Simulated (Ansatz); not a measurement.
`[OH][Zr]([OH])([SH])[SH]` + H–F → `[OH][Zr]([OH])([F])[SH]` + H₂S  (ligand exchange at a Zr–S bond)

Isolated molecules relaxed with PBE0-D4/def2-TZVP in Ansatz; ΔE leaves out vibrations. CCSD(T)/CBS is the MP2 limit (def2-TZVPP, def2-QZVPP) plus CCSD(T) − MP2 in def2-TZVPP, frozen cores. This one scheme is used for every species. DFT in def2-TZVPP. Elements past krypton have def2 core potentials. For Zr outer-core shells are correlated without core-valence functions, which leaves a few kJ/mol of doubt a bond. Each species was taken in one conformer, which may not be the lowest.

`[OH][Zr]([OH])([SH])[SH]`:

Z-matrix (Å, degrees):
```
Zr
O 1 1.902
S 1 2.460 2 111.2
O 1 1.902 2 116.5 3 119.1
S 1 2.460 2 104.1 3 -118.0
H 2 0.953 1 168.6 3 -87.5
H 3 1.347 1 91.7 2 -52.7
H 4 0.953 1 168.8 2 31.4
H 5 1.347 1 91.7 2 -179.3
```

H–F:

Cartesian coordinates in Å:
```
F 0.185 -0.421 0.014
H -0.185 0.421 -0.014
```

`[OH][Zr]([OH])([F])[SH]`:

```xyz
8

O     1.338    1.398    0.404
Zr    0.149   -0.087    0.333
O     0.341   -1.173   -1.224
F     0.401   -1.210    1.858
S    -2.118    0.885    0.351
H     2.021    2.056    0.320
H     0.543   -1.573   -2.064
H    -2.675   -0.296    0.022
```

H₂S:

Cartesian coordinates in Å:
```
S 0.278 -0.464 -0.302
H -0.998 -0.073 -0.170
H 0.721 0.537 0.472
```

Question: Is it downhill or uphill in electronic energy at CCSD(T)/CBS, and by how much? (Estimate.)

Answer: The calculation gave: Downhill: ΔE = -17.6 kcal/mol.

Question: What do these levels give: PBE-D4, MP2/def2-TZVPP, CCSD/def2-TZVPP, MP2/def2-QZVPP, HF/CBS(def2), MP2/CBS(def2)? (Best estimate.)

Answer: Computed: PBE-D4 -18.7, MP2/def2-TZVPP -16.2, CCSD/def2-TZVPP -19.1, MP2/def2-QZVPP -16.1, HF/CBS(def2) -23.2, MP2/CBS(def2) -15.8 kcal/mol.

Largest T1 diagnostic among the species: 0.017.

In def2-TZVPP, CCSD(T) changes the Hartree–Fock value by +4.8 kcal/mol (the triples alone add +1.2 kcal/mol) and MP2 by +6.6 kcal/mol. The D4 term adds +2.0 kcal/mol with B3LYP and +1.1 kcal/mol with PBE0; it sums over pairs of atoms, weighted by their polarisabilities, and B3LYP, whose exchange is more repulsive, gets the larger term.

B3LYP here is the variant with VWN-RPA as its local correlation; programs differ in this.
